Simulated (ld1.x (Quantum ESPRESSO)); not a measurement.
# Building the RRKJ potential for silver (Ag) (PBE, fully relativistic).

```json
{
  "Element": "silver (Ag)",
  "Generator": "ld1.x (Quantum ESPRESSO) 7.5",
  "Type": "norm-conserving RRKJ (Kleinman–Bylander form)",
  "Functional": "PBE",
  "Relativity": "fully relativistic",
  "Frozen core": "[Kr]",
  "Valence charge": "11",
  "Reference configuration": "4d10 5s1 5p0",
  "Partial waves": "5p (bound, empty): rc 3.85 bohr; 4d (bound): rc 1.85 bohr; 5s (bound): rc 2.30 bohr",
  "Local potential": "the s channel",
  "Core correction": "Bessel-smoothed model core inside 1.70 bohr"
}
```

Open shells are filled in proportion to 2j + 1 (rel_dist='average').

Problem. Estimate the cutoffs (Ry, on a coarse ladder) from which the occupation-weighted sum of valence levels, in a spherical-Bessel basis at the reference potential, stays within 10 and 1 mRy of its value at 400 Ry.

Solution. 50 Ry and 60 Ry.

Problem. Does the potential have ghost states?

Solution. No extra level below or beside the all-electron valence levels (p1/2, p3/2, d3/2, d5/2, s, f tested).

Problem. Which valence shell sets the plane-wave cutoff?

Solution. 4d: its level needs 50 Ry to come within 1 mRy, against 18 Ry for 5s.

Problem. Tests: 4d10 5s0 5p0; 4d9 5s0 5p0; 4d8 5s0 5p0; 4d10 5s0 5p1; 4d9 5s1 5p1; 4d9 5s1 5p0; 4d7 5s0 5p0. Which has the largest error in its energy relative to the reference configuration, and how large is it?

Solution. 4d7 5s0 5p0, with -1688 meV (all-electron minus pseudo) on +117.78 eV.
